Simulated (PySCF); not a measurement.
Compound: cyclo-(Me2SnS)3, C₆H₁₈S₃Sn₃.
Geometry (PBE0-D3(BJ)/def2-SVP, Å), atoms numbered from 1 in this order:
```
atom  x, y, z in Å
Sn1   -1.946    0.439    1.121
C2    -1.664    2.535    0.778
C3    -3.880   -0.125    1.858
S4    -0.363   -0.353    2.777
Sn5    1.601   -0.741    1.406
C6     1.459   -2.661    0.463
C7     3.279   -0.482    2.714
S8     1.784    1.032   -0.256
Sn9    0.256    0.255   -1.973
C10   -0.373    2.024   -3.007
C11    1.196   -1.254   -3.179
S12   -1.641   -0.838   -0.928
H13   -2.302    2.871   -0.052
H14   -0.605    2.707    0.541
H15   -1.930    3.083    1.693
H16   -4.581   -0.218    1.018
H17   -4.248    0.634    2.563
H18   -3.793   -1.091    2.373
H19    2.216   -2.751   -0.329
H20    0.451   -2.761    0.036
H21    1.621   -3.444    1.218
H22    3.372   -1.358    3.372
H23    4.198   -0.365    2.123
H24    3.118    0.416    3.324
H25   -1.130    1.763   -3.759
H26   -0.806    2.722   -2.279
H27    0.490    2.497   -3.497
H28    2.270   -1.266   -2.949
H29    1.050   -1.041   -4.247
H30    0.757   -2.231   -2.935
```

Theory: PBE0-D3(BJ)/def2-SVP geometry optimisation, gas phase, def2 core potentials past Kr (PySCF 2.14.0).

Masses are those of the commonest isotopes; rigid-rotor values at the optimised geometry. The values belong to one conformer.

Problem. What are A, B and C (MHz)?

Solution. Ia = 1902.56, Ib = 1979.48, Ic = 3174.68 u·Å²; 505379 MHz·u·Å²/I gives A = 265.6, B = 255.3, C = 159.2 MHz.

Problem. What kind of rotor is it?

Solution. An asymmetric top; Ray's κ = 0.806.

Problem. Is it planar, by Δ = Ic − Ia − Ib?

Solution. Not planar: Δ = Ic − Ia − Ib = -707.37 u·Å². For a rigid frame Δ = −2 Σ m c², so Σ m c² = 353.68 u·Å² lies off the ab plane: 61.68 from hydrogen and 292.00 from heavier atoms. The atom farthest from that plane is 2.66 Å away.

Problem. Give the other two planar moments, Paa and Pbb, and the rms extents of the mass along the axes.

Solution. Paa = Σ m a² = (Ib + Ic − Ia)/2 = 1625.80 and Pbb = Σ m b² = (Ia + Ic − Ib)/2 = 1548.88 u·Å². With the mass M = 545.76 u, the rms extents √(P/M) along a, b and c are 1.73, 1.68, 0.81 Å.

Problem. List the rotational levels J(Ka,Kc) to J = 3 (MHz).

Solution. Above 0(0,0):
J = 1: 1(0,1) 414, 1(1,1) 425, 1(1,0) 521
J = 2: 2(0,2) 1157, 2(1,2) 1158, 2(1,1) 1446, 2(2,1) 1477, 2(2,0) 1564
J = 3: 3(0,3) 2214, 3(1,3) 2214, 3(1,2) 2717, 3(2,2) 2721, 3(2,1) 2994, 3(3,1) 3056, 3(3,0) 3130
Those of J = 1 are B + C, A + C and A + B.

Problem. Which types of transition are allowed, and where do some lines up to J = 2 fall?

Solution. The dipole components are |μa| = 1.68 D, |μb| = 0.29 D, |μc| = 0.02 D. Intensities carry the squares of the components, which stand as 1.00 : 0.03 : 0.00 (a : b : c). Some of the stronger lines:

| type | branch | J(Ka,Kc) | MHz | lower level (cm⁻¹) |
| --- | --- | --- | --- | --- |
| b | Q | 2(2,1) ← 2(1,2) | 319 | 0.039 |
| a | R | 1(0,1) ← 0(0,0) | 414 | 0.000 |
| b | R | 1(1,1) ← 0(0,0) | 425 | 0.000 |
| b | R | 2(0,2) ← 1(1,1) | 732 | 0.014 |
| a | R | 2(1,2) ← 1(1,1) | 733 | 0.014 |
| a | R | 2(0,2) ← 1(0,1) | 742 | 0.014 |
| b | R | 2(1,2) ← 1(0,1) | 743 | 0.014 |
| a | R | 2(1,1) ← 1(1,0) | 925 | 0.017 |
| b | R | 2(2,1) ← 1(1,0) | 956 | 0.017 |
| b | R | 2(2,0) ← 1(1,1) | 1139 | 0.014 |

Atoms past krypton carry def2 core potentials. No frequency check. Constants of a rigid frame at the computed geometry: no zero-point averaging, no centrifugal distortion. A rigid rotor knows nothing of internal rotation, which can split or shift real lines.
